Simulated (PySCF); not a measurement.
## Telling isomers of C2H9NOSi3 apart by NMR

Gas phase, non-relativistic Hamiltonian, one conformer, rapidly exchanging positions averaged. Shieldings: GIAO PBE0/pcSseg-1; structure optimised with GFN2-xTB; PySCF 2.14.0 with density-fitted response routines.

δ = σ(ref) − σ, references computed at the same level: $^{1}$H and $^{13}$C vs TMS. Where no couplings were computed, multiplicities follow the n + 1 count of equivalent neighbours, and m marks all less simple cases (inequivalent or close neighbours, rings, F or P nearby). Shifts are as computed. Against solution values, carbons near 30 ppm lie about +3 ppm off and those near 130 ppm about +5 ppm. Of 1211 compounds with measured shifts, 218 miss one by over three times the rms of a fit or turn the order of signals round; such compounds aren't used in these exercises. OH and NH positions are gas-phase values without hydrogen bonding to other molecules.

(1) Tabulate the signals of `N#CCO[SiH]([SiH3])[SiH3]`, `C#C[Si@H]([SiH3])O[SiH2]N` and their relative energies.

(2) What is the quickest way to tell N#CCO[SiH]([SiH3])[SiH3] from C#C[Si@H]([SiH3])O[SiH2]N?

## Answers

(1) 
| SMILES | carbon types | δC | δH | E rel. (kcal/mol) |
| --- | --- | --- | --- | --- |
| N#CCO[SiH]([SiH3])[SiH3] | 1×C 1×CH2 | 121.0, 54.2 | 5.90 (sept, 1H), 4.11 (s, 2H), 3.60 (d, 6H) | 34.4 |
| C#C[Si@H]([SiH3])O[SiH2]N | 1×C 1×CH | 104.6, 92.4 | 5.81 (m, 1H), 5.50 (d, 1H), 5.13 (d, 1H), 3.45 (d, 3H), 2.22 (d, 1H), 0.42 (br s, 2H) | 0.0 |

Energies are electronic energies at PBE0/pcSseg-1 on these geometries, without zero-point or thermal terms, each for the one conformer computed, which needn't be the lowest.

(2) Both give the same number of carbon signals, but DEPT or the intensities differ. The first has an sp3 CH2 bonded to O, α to a nitrile at 54.2 ppm, the second a terminal alkyne carbon (CH) at 104.6 ppm. Their most deshielded carbons lie at 121.0 and 104.6 ppm.
